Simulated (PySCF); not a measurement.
An equivalent PySCF input for Cl⁺ (chlorine, charge +1), [Ne] 3s2 3p4, high-spin 3P determinant, with the non-relativistic Hamiltonian (point nucleus):

```python
from pyscf import gto, scf, dft, mp, cc
import basis_set_exchange as bse
mol = gto.M(atom="Cl 0 0 0", charge=1, spin=2, symmetry="D2h",
            basis=gto.basis.parse(bse.get_basis("aug-cc-pV(D+d)Z", elements=["Cl"], fmt="nwchem", header=False)))
mf = scf.UHF(mol)
mf.irrep_nelec = {'Ag': (3, 3), 'B1u': (2, 1), 'B2u': (2, 2), 'B3u': (2, 1)}
mf.kernel()
```

It reaches the same state as the run whose output follows, and the same energy. The run itself started from symmetry-adapted Hartree-Fock orbitals and held the occupation by maximum overlap, so the iterations belong to that start.

```
SCF conv_tol = 1e-09
number electrons alpha = 9  beta = 7
cycle= 1 E= -459.037843626429  delta_E= -0.00429  |g|= 0.0261  |ddm|= 0.0575
cycle= 2 E= -459.038343939859  delta_E= -0.0005  |g|= 0.00922  |ddm|= 0.0215
cycle= 3 E= -459.038416828255  delta_E= -7.29e-05  |g|= 0.000615  |ddm|= 0.0147
cycle= 4 E= -459.038417297183  delta_E= -4.69e-07  |g|= 0.00013  |ddm|= 0.00313
cycle= 5 E= -459.038417318587  delta_E= -2.14e-08  |g|= 1.73e-05  |ddm|= 0.000835
cycle= 6 E= -459.038417318909  delta_E= -3.22e-10  |g|= 2.55e-06  |ddm|= 0.00011
converged SCF energy = -459.038417318909  <S^2> = 2.0087383  2S+1 = 3.0058199
```
